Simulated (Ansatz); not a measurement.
def2 core potentials replace the inner electrons of Sn.

Species: C₄H₁₂O₃Sn, SMILES `C[O][Sn]([CH3])([O]C)[O]C` with one electron added (charge -1, multiplicity 2).

Q: Give a relaxed geometry from Ansatz (a program for electronic structure) with PBE0-D3(BJ)/def2-SVP.

A: One answer among several that fit: the end point of this relaxation, one of several conformers (outside a Z-matrix the atoms follow the SMILES, hydrogens last).
Cartesian coordinates (Å) in one orientation:
```xyz
20

C      2.381     1.058    -1.810
O      2.409     0.166    -0.767
Sn     0.697    -0.045     0.464
C      1.174    -2.096     1.029
O     -0.999     0.012     1.779
C     -1.696     1.166     2.008
O     -0.462    -0.274    -1.223
C     -1.835    -0.310    -1.161
H      1.447     1.011    -2.411
H      2.499     2.128    -1.502
H      3.222     0.863    -2.516
H      2.263    -2.243     1.038
H      0.739    -2.324     2.012
H      0.727    -2.751     0.265
H     -2.550     1.323     1.302
H     -1.084     2.098     1.938
H     -2.145     1.182     3.030
H     -2.227    -0.631    -0.174
H     -2.249    -1.012    -1.922
H     -2.311     0.678    -1.375
```
